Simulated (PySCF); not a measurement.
Simulation results for CH6AlBN

Calculation on a computer-drawn molecule: the log of a Hartree-Fock and frozen-core CCSD(T) single point meant for a local Hartree-Fock minimum, with one planted fault or none, to be diagnosed. Offsets are logged minus clean, where the clean run is the same molecule without the fault. The reference is restricted for singlets and unrestricted otherwise, and also for a bond in bohr or an excited solution. Adding or removing an electron swaps singlet and doublet. The excited solution moves the top pair (singlet) or top alpha electron (doublet) to the lowest empty orbital. Highest occupied and lowest empty are orbital energies over both spins, largest force is the largest gradient component, triples share is (T) over the correlation energy, the T1 limit is 0.02 restricted and 0.045 unrestricted, electrons count all cores, a negative frequency is imaginary (commonest isotopes), and the dipole is about the centre of nuclear charge. Program: PySCF 2.14.0.

Common to all runs: meant basis cc-pV(D+d)Z; logged basis functions 95; logged SCF converged yes; possible faults no fault, one electron removed, one electron added, multiplicity raised by two, geometry at a saddle point, SCF held on an excited solution, minimal basis STO-3G, one bond length entered in bohr, all coordinates scaled.

(1) CH6AlBN

Logged structure:
```xyz
10
CH6AlBN
B     -1.5424    -1.2730    -1.7413
C     -1.1815     0.2445    -1.4747
N      0.2730     0.5458    -1.3583
Al     1.1528     1.9177    -1.8676
H     -2.6884    -1.5479    -1.9282
H     -0.6968    -2.1205    -1.7236
H     -1.6254     0.8595    -2.2637
H     -1.6954     0.5389    -0.5511
H      0.7628    -0.2017    -0.8923
H      1.9402     3.1468    -2.3555
```

| Item | Value |
| --- | --- |
| meant charge | 1 |
| meant multiplicity | 1 |
| logged electrons | 36 |
| logged spin squared | 0 |
| logged highest occupied | -8.6551 eV |
| logged lowest empty | -10.753 eV |
| logged largest force | 0.1589 hartree/bohr |
| logged CC converged | no |
| logged dipole magnitude | 7.1922 debye |
| logged SCF stable within its kind | no |
| logged energy HF | -361.64219 hartree |
| planted fault | ? |

Drawn bonds:
| atom | other atom | order |
| --- | --- | --- |
| 1 | 2 | 1 |
| 2 | 3 | 1 |
| 3 | 4 | 1 |
| 1 | 5 | 1 |
| 1 | 6 | 1 |
| 2 | 7 | 1 |
| 2 | 8 | 1 |
| 3 | 9 | 1 |
| 4 | 10 | 1 |

Notes: CCSD not converged.

(2) CH6AlBN

Logged structure:
```xyz
10
CH6AlBN
B      0.3043    -1.1844     1.3221
C      0.9077    -0.5962     0.1329
N      0.5424    -1.1000    -1.0691
Al     1.4754    -1.5144    -2.3569
H     -0.5086    -1.9445     1.2619
H      0.6437    -0.8361     2.3251
H      0.7174     0.4088     0.1960
H      1.9182    -0.6518     0.2337
H     -0.3802    -1.2121    -1.1213
H      2.9345    -1.3447    -2.1964
```

| Property | Result |
| --- | --- |
| meant charge | 0 |
| meant multiplicity | 2 |
| logged electrons | 37 |
| logged spin squared | 0.7539 |
| logged highest occupied | -7.7414 eV |
| logged lowest empty | 1.7141 eV |
| logged largest force | 0.08832 hartree/bohr |
| logged T1 diagnostic | 0.013912 |
| logged D1 diagnostic | 0.047327 |
| logged triples share | 0.025544 |
| logged CC converged | yes |
| logged dipole magnitude | 1.0835 debye |
| logged SCF stable within its kind | yes |
| logged energy HF | -362.32908 hartree |
| logged energy CCSD(T) | -362.82332 hartree |
| planted fault | ? |

Drawn bonds:
| atom | other atom | order |
| --- | --- | --- |
| 1 | 2 | 1 |
| 2 | 3 | 1 |
| 3 | 4 | 1 |
| 1 | 5 | 1 |
| 1 | 6 | 1 |
| 2 | 7 | 1 |
| 2 | 8 | 1 |
| 3 | 9 | 1 |
| 4 | 10 | 1 |

Questions
1. Give the missing planted fault for CH6AlBN (entry 1).
2. Which fault was planted in the run of CH6AlBN (entry 2)?

Answers
1. SCF held on an excited solution
2. all coordinates scaled, by -7.3 %

Further results for CH6AlBN (entry 1):

| Item | Value |
| --- | --- |
| HF energy offset from clean run | 319.5 kcal/mol |

Further results for CH6AlBN (entry 2):

| Item | Value |
| --- | --- |
| HF energy offset from clean run | 35.27 kcal/mol |
| CCSD(T) energy offset from clean run | 42.44 kcal/mol |
